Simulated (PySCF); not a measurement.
**Assigning NMR signals**

Geometry:
```csv
atom,x (Å),y (Å),z (Å)
Si1,0.235,0.654,0.853
C2,0.106,0.136,2.643
C3,0.710,0.760,3.662
H4,-0.522,-0.736,2.868
H5,1.350,1.637,3.505
H6,0.598,0.429,4.701
C7,2.022,0.758,0.300
C8,3.070,0.327,1.012
H9,2.228,1.210,-0.682
H10,2.942,-0.129,2.000
H11,4.100,0.409,0.645
C12,-0.568,2.320,0.568
C13,-1.172,3.049,1.514
H14,-0.544,2.728,-0.453
H15,-1.234,2.703,2.551
H16,-1.630,4.021,1.298
O17,-0.565,-0.485,-0.048
Si18,-0.779,-1.236,-1.522
C19,-1.820,-0.121,-2.612
C20,-1.659,-2.853,-1.188
C21,0.894,-1.540,-2.315
H22,-2.027,-0.594,-3.585
H23,-1.306,0.834,-2.804
H24,-2.785,0.106,-2.132
H25,-2.624,-2.677,-0.689
H26,-1.854,-3.401,-2.124
H27,-1.052,-3.498,-0.535
H28,1.404,-0.592,-2.546
H29,1.548,-2.115,-1.641
H30,0.789,-2.104,-3.256
```

PySCF calculation with coordinates at the PBE0-D3(BJ)/def2-SVP level and σ from GIAO-B3LYP/pcSseg-1; relativity neglected, gas phase, single conformer, rapidly exchanging positions averaged.

References, each an isolated molecule treated in the same way: 13C and 1H against TMS.

(1) Assign these signals to the numbered atoms. 13C{1H} NMR (computed): δ 144.3 (CH), 143.0 (CH2), 2.5 (CH3).

(2) Assign these signals to the numbered atoms. 1H NMR (300 MHz, computed): δ 6.18 (m, 3H), 6.12 (m, 6H), 0.10 (s, 9H).

Results:

(1) 
| δ (ppm) | atoms | environment | reason |
| --- | --- | --- | --- |
| 144.3 | C2/C7/C12 | carbon bonded to C, Si, H | – |
| 143.0 | C3/C8/C13 | carbon bonded to C, 2 H | – |
| 2.5 | C19/C20/C21 | carbon bonded to Si, 3 H | – |

C2/C7/C12 and C3/C8/C13 lie closer than the usual error of such a calculation, so a measured spectrum could show them in the other order.

(2) 
```tsv
δ (ppm)	atoms	environment	reason
6.18	H4/H9/H14	hydrogen on a carbon bonded to C, Si	–
6.12	H5/H6/H10/H11/H15/H16	hydrogen on a carbon bonded to C	–
0.10	H22/H23/H24/H25/H26/H27/H28/H29/H30	hydrogen on a carbon bonded to Si	–
```

H4/H9/H14 and H5/H6/H10/H11/H15/H16 lie closer than the usual error of such a calculation, so a measured spectrum could show them in the other order.

Shifts are as computed. Against solution values, carbons near 30 ppm lie about +2 ppm off and those near 130 ppm about +6 ppm (rms about the fit 1.1 ppm; single classes can miss by 10 ppm). Of 1328 compounds with measured shifts, 309 miss one by over three times the rms of a fit or turn the order of signals round; such compounds aren't used in these exercises. Signals without a measured value on file couldn't be tested in this way. No couplings were computed; multiplicities are counted from neighbouring protons, with m where these are inequivalent, close in shift, in a saturated or five-membered ring or joined by F or P, and br s for small geminal =CH2 splittings.
